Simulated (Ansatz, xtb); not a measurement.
## Relative energy of two isomers of C4H9ClGeO

Structure X is `Cl[C@@]1([GeH3])CCOC1`, a singlet and structure Y is `Cl[C@@H]1COC[C@@H]1[GeH3]`, a singlet. Both are isolated molecules in the gas phase, relaxed with PBE0-D3(BJ)/def2-SVP; the shapes shown needn't be the lowest conformers.

X (Å):

```yaml
atoms:
  - { symbol: C, position_ang: [-1.0125, 1.2178, 1.8787] }
  - { symbol: C, position_ang: [-2.1841, 1.5449, 0.9598] }
  - { symbol: C, position_ang: [-2.3311, 3.0479, 1.1695] }
  - { symbol: C, position_ang: [-0.1490, 2.4581, 1.6833] }
  - { symbol: Cl, position_ang: [-1.6136, 1.1640, 3.5963] }
  - { symbol: Ge, position_ang: [-0.1113, -0.5047, 1.5501] }
  - { symbol: O, position_ang: [-1.0252, 3.5273, 1.4197] }
  - { symbol: H, position_ang: [1.0904, -0.6303, 2.4980] }
  - { symbol: H, position_ang: [-1.1152, -1.6387, 1.8000] }
  - { symbol: H, position_ang: [0.3671, -0.5362, 0.0837] }
  - { symbol: H, position_ang: [-3.0883, 0.9670, 1.1935] }
  - { symbol: H, position_ang: [-1.8902, 1.3273, -0.0815] }
  - { symbol: H, position_ang: [-2.9847, 3.2586, 2.0351] }
  - { symbol: H, position_ang: [-2.7475, 3.5623, 0.2887] }
  - { symbol: H, position_ang: [0.5326, 2.3013, 0.8218] }
  - { symbol: H, position_ang: [0.4667, 2.6755, 2.5694] }
```

Y (Å):

```xyz
16

C    -0.9865    1.8428    0.3555
C    -1.5096    0.5591   -0.2775
C    -1.8312    0.4069    2.0117
C    -0.6843    1.3847    1.7751
Cl   -2.2568    3.1280    0.3469
Ge   -0.4442    2.7933    3.1298
O    -2.0818   -0.1996    0.7597
H    -0.1240    2.2709   -0.1705
H    -0.6623    0.0097   -0.7327
H    -2.2514    0.7580   -1.0666
H    -2.7369    0.9370    2.3632
H    -1.5813   -0.3719    2.7492
H     0.2629    0.8182    1.7279
H    -1.7995    3.3173    3.6250
H     0.3248    2.1826    4.3185
H     0.3897    3.9378    2.5304
```

Estimate which is lower in electronic energy at CCSD(T)/def2-SVP + ΔMP2/def2-TZVPP, and by roughly how much.

CCSD(T)/def2-SVP + ΔMP2/def2-TZVPP gives E(Y) − E(X) = −0.44 kcal/mol, slightly favouring structure Y, which is too small a margin to settle the true order.

How the difference moves with the method:

```tsv
level	geometry	E(Y) − E(X) (kcal/mol)	departure from the last row (kcal/mol)	job, with rough time for the two
GFN2-xTB	GFN2-xTB	−1.32	−0.88	optimisation, 0.48 s
HF/STO-3G	GFN2-xTB	+0.39	+0.83	single point, 1.1 s
r2SCAN-D4/def2-SVP	GFN2-xTB	+1.74	+2.18	single point, 13 s
PBE0-D3(BJ)/def2-SVP	PBE0-D3(BJ)/def2-SVP	−0.75	−0.32	optimisation, 4.6 min
HF/def2-SVP	PBE0-D3(BJ)/def2-SVP	−1.01	−0.57	part of the CCSD(T) run
MP2/def2-SVP	PBE0-D3(BJ)/def2-SVP	−0.24	+0.20	part of the CCSD(T) run
CCSD(T)/def2-SVP	PBE0-D3(BJ)/def2-SVP	−0.30	+0.14	single point
CCSD(T)/def2-SVP + ΔMP2/def2-TZVPP	PBE0-D3(BJ)/def2-SVP	−0.44		single point, 5.9 min
```

As drawn, both hold the same kinds of bond in the same numbers.

The largest departure from CCSD(T)/def2-SVP + ΔMP2/def2-TZVPP is that of r2SCAN-D4/def2-SVP, 2.18 kcal/mol. The last row adds to CCSD(T) the change of the MP2 difference between the two basis sets, here −0.14 kcal/mol.

With thermal terms from frequencies at re-optimised GFN2-xTB minima (ideal gas, soft modes damped towards free rotors, one conformer each, 298.15 K, 1 atm): the zero-point term adds +0.72 kcal/mol; ΔH is −0.06 and ΔG +0.80 kcal/mol.

The correlated steps freeze 19 core orbitals; the filled d shell of Ge is correlated, in a basis made for valence electrons. Programs: Ansatz 0.2.0, xtb 6.7.1; the last row on 2 threads of Arm Neoverse V1 on a shared host.
